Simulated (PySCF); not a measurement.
**[Pt2H5]− at several levels of theory**

Computed with PySCF 2.14.0 (density fitting, no spin-orbit coupling) at the geometry relaxed with r2SCAN:

```xyz
7
[Pt2H5]− (singlet)
Pt    0.0057    0.0000    1.3701
Pt    0.0057    0.0000   -1.3701
H     1.0204    0.0000    0.0000
H    -0.5789    0.8593    0.0000
H    -0.5789   -0.8593    0.0000
H     0.2446    0.0000    3.0173
H     0.2446    0.0000   -3.0173
```

```json
{"level": "r2SCAN", "basis": "Pt def2-SVP with ECP60, H def2-SVP", "state": "singlet", "HOMO (eV)": "-1.26", "gap (eV)": "3.02", "charge on Pt1 (e)": "-0.26", "dipole about the centre of mass (D)": "0.69", "largest force component (eV/Å)": "0.04"}
{"level": "PBE", "basis": "the same", "state": "singlet", "HOMO (eV)": "-1.04", "gap (eV)": "2.69", "charge on Pt1 (e)": "-0.34", "dipole about the centre of mass (D)": "0.63", "largest force component (eV/Å)": "0.39"}
{"level": "HF", "basis": "the same", "state": "singlet", "HOMO (eV)": "-4.17", "gap (eV)": "8.81", "charge on Pt1 (e)": "-0.18", "dipole about the centre of mass (D)": "1.02", "largest force component (eV/Å)": "0.86"}
{"level": "TPSS", "basis": "the same", "state": "singlet", "HOMO (eV)": "-1.06", "gap (eV)": "2.80", "charge on Pt1 (e)": "-0.25", "dipole about the centre of mass (D)": "0.67", "largest force component (eV/Å)": "0.30"}
{"level": "r2SCAN", "basis": "Pt def2-TZVP with ECP60, H def2-TZVP", "state": "singlet", "HOMO (eV)": "-1.24", "gap (eV)": "2.92", "charge on Pt1 (e)": "-0.36", "dipole about the centre of mass (D)": "0.66", "largest force component (eV/Å)": "0.14"}
{"level": "r2SCAN", "basis": "Pt x2c-SVPall, H x2c-SVPall", "state": "singlet", "HOMO (eV)": "-1.32", "gap (eV)": "3.04", "charge on Pt1 (e)": "-0.50", "dipole about the centre of mass (D)": "0.67", "largest force component (eV/Å)": "0.33"}
```

Charges are Mulliken's, which hang on the basis. The relaxation used the grid (50, 194), these runs (75, 302) or, all-electron (x2c bases, spin-free X2C Hamiltonian), (99, 590).

(1) What does TPSSh with Pt def2-SVP with ECP60, H def2-SVP give here?

No frequency check is given that shows the relaxed geometry to be a minimum.

Answers

(1) state singlet, HOMO (eV) -1.47, gap (eV) 3.45, charge on Pt1 (e) -0.24, dipole about the centre of mass (D) 0.70, largest force component (eV/Å) 0.16. Time: 5.7 s on 2 threads of Arm Neoverse V1 (shared host), from an already converged density.
